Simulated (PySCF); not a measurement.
NMR data simulated for an unnamed compound:

¹H NMR (400 MHz, computed): δ 6.92 (dd, J = 17.0, 10.0 Hz, 1H), 5.84 (br, 4H), 5.53 (d, J = 17.0 Hz, 1H), 4.90 (d, J = 10.0 Hz, 1H).

¹³C{¹H} NMR (computed): δ 152.7 (CH), 108.4 (CH2).

Calculated, not measured (PySCF 2.14): PBE0-D3(BJ)/def2-SVP geometry, spin–spin couplings from B3LYP/pcJ-1 (spin–dipole term only in couplings to heteroatoms), shielding tensors at PBE0/pcSseg-1 (GIAO). No relativistic terms, isolated molecule, a single conformation, one averaged value for each set of equivalent atoms.

Shifts are taken against calculated references (same method and geometry level): TMS for ¹H (31.27 ppm) and ¹³C (184.41 ppm).

Q: Which of these does the molecule contain: a non-aromatic C=C double bond, a (CH3)2CH unit, an amide, a C≡C triple bond, a vinyl group CH=CH2?

A: 
- A non-aromatic C=C double bond: yes.
- A (CH3)2CH unit: no.
- An amide: no.
- A C≡C triple bond: no.
- A vinyl group CH=CH2: yes (δC 108.4, 152.7; δH 5.53 (d), 4.90 (d), 6.92 (dd)).

The data belong to `InChI=1S/C2H7B2N/c1-2-5(3)4/h2H,1,3-4H2`; they needn't prove each group on their own.

Carbon signals by region: 2 in the sp2 and nitrile region (100–160 ppm).

Hydrogens on boron are broadened and split by ¹¹B (spin 3/2, 80 %) and 10B (spin 3). Multiplet labels drop couplings under 1 Hz and merge nearly equal ones. Unscaled 3J(H,H) at this level run about 10 % above measured values. Shifts are as computed. Against solution values, carbons near 30 ppm lie about +2 ppm off and those near 130 ppm about +5 ppm. Of 1211 compounds with measured shifts, 218 miss one by over three times the rms of a fit or turn the order of signals round; such compounds aren't used in these exercises.
